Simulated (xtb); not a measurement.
H11Si6 (SMILES [SiH]1[SiH2][SiH2][SiH2][SiH2][SiH2]1), doublet, at a GFN2-xTB geometry. Base run: xtb with GFN2-xTB.

Geometry (Å):
```xyz
17

Si    -2.0093     0.3108     1.0401
Si    -0.9992     1.8884    -0.3079
Si     1.3319     1.8671    -0.1996
Si     2.1654    -0.2939    -0.4375
Si     0.5255    -1.9024    -0.7903
Si    -1.2204    -1.8445     0.7527
H     -1.8750     0.7194     2.4583
H     -1.5555     3.2339    -0.1151
H     -1.3803     1.5543    -1.6944
H      1.7093     2.3993     1.1204
H      1.9742     2.8016    -1.1357
H      3.1910    -0.3374    -1.4888
H      2.9126    -0.6564     0.7774
H      1.0931    -3.2463    -0.9594
H     -0.0885    -1.6312    -2.1023
H     -0.7726    -2.4725     2.0073
H     -2.3233    -2.7230     0.3270
```
Charge 0, spin multiplicity 2.
All else is at xtb's defaults.
Base energy -15.86057 Eh.

Variants of this job, named by their change:

| change | ΔE vs base (kJ/mol) | dipole (D) | G_solv (kcal/mol) | SCF cycles |
|---|---|---|---|---|
| base | 0.00 | 0.29 | - | 15 |
| gbsa = toluene | -18.70 | 0.18 | -4.62 | 17 |
| acc = 30 | 0.00 | 0.29 | - | 11 |
| alpb = ch2cl2 | -13.46 | 0.18 | -3.34 | 17 |
| acc = 1000 | 0.04 | 0.26 | - | 7 |
| etemp = 3000 | -5.74 | 0.44 | - | 15 |
| gbsa = chcl3 | -23.60 | 0.20 | -5.86 | 18 |
| etemp = 10000 | -291.3 | 0.32 | - | 17 |
| alpb = ether | -28.2 | 0.17 | -7.04 | 17 |

ALPB and GBSA are two models with their own fitted parameters for each solvent, which aren't always the measured dielectric constant.
